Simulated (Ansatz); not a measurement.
```yaml
crystal:
  periodic: [false, false, false]
  atoms:
    - {symbol: N, position_ang: [-0.011132, 1.374819, -0.536703]}
    - {symbol: Si, position_ang: [0.313965, -0.248375, -0.195051]}
    - {symbol: N, position_ang: [-0.737897, -0.770691, 1.020666]}
    - {symbol: Br, position_ang: [2.490239, -0.293298, 0.276139]}
    - {symbol: Br, position_ang: [0.012016, -1.701566, -1.855577]}
    - {symbol: H, position_ang: [-0.948243, 1.654042, -0.780921]}
    - {symbol: H, position_ang: [0.689220, 1.952638, -0.971123]}
    - {symbol: H, position_ang: [-0.785019, -0.262783, 1.889926]}
    - {symbol: H, position_ang: [-0.934649, -1.751086, 1.135544]}
basis:
  gaussian: {orbitals: def2-TZVPD}
hamiltonian: {xc: {name: TPSS}}
output: {forces: true}
```

```sh
$ ansatz run in.yaml --threads 4 --pin off --events-out ev --progress --plain --max-ram 11315MiB
```

It prints (some lines left out):

```
Error: YAML parse error: error: line 15 column 19: hamiltonian.xc: no functional is named "TPSS"; the names, which are not case-sensitive, are SVWN5, SPW92, PBE, PBE0, PBEsol, revPBE, revPBE0, RPBE, rPW86-PBE, HSE06, wPBEh, LC-wPBE, HISS, HF, BLYP, B3LYP, B3LYP5, BHLYP, CAM-B3LYP, r2SCAN, r2SCANh, r2SCAN0, r2SCAN50, m-r2SCAN, B97, wB97, wB97X, wB97X-V, B97M-V, wB97M-V, B2PLYP, B2GP-PLYP, PBE0-DH, PBE-QIDH
13 | basis:
14 |   gaussian: {orbitals: def2-TZVPD}
15 | hamiltonian: {xc: {name: TPSS}}
16 | output: {forces: true}
```

Q: What is wrong with this run?

A: The method's name isn't one that the program takes here. The program refused the input.

HSE06 is defined as in plane-wave codes.
